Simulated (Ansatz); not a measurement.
Al$_{2}$H$_{4}$Se, SMILES `[AlH2][AlH][SeH]` at its PBE0-D4/def2-TZVP geometry, where that method's forces vanish. Charge 0, multiplicity 1.

```
atom   x (Å)   y (Å)   z (Å)
 Al1   1.235  -1.425  -0.248
 Al2  -0.676   0.313  -0.242
 Se3  -0.508   2.065   1.287
  H4   2.525  -1.242  -1.165
  H5   1.174  -2.730   0.664
  H6  -1.975   0.342  -1.161
  H7  -1.775   2.677   0.866
```

Problem. For each bond, give half the difference of the two atoms' forces along it (eV/Å; positive pushes the atoms apart) under PBE-D4, r2SCAN-D4, B3LYP-D4, ωB97M-V in def2-TZVPP. (Estimate.)

Solution. Ansatz gave: 
```csv
bond,length (Å),PBE-D4,r2SCAN-D4,B3LYP-D4,ωB97M-V
Al1–Al2,2.584,-0.11,0.01,0.03,0.03
Al1–H4,1.593,0.09,-0.02,-0.06,-0.10
Al1–H5,1.593,0.09,-0.02,-0.06,-0.10
Al2–Se3,2.331,0.15,0.03,0.14,0.01
Al2–H6,1.591,0.07,-0.03,-0.11,-0.11
Se3–H7,1.469,0.26,-0.02,0.04,-0.11
```

B3LYP here is the variant with VWN-RPA as its local correlation; programs differ in this.
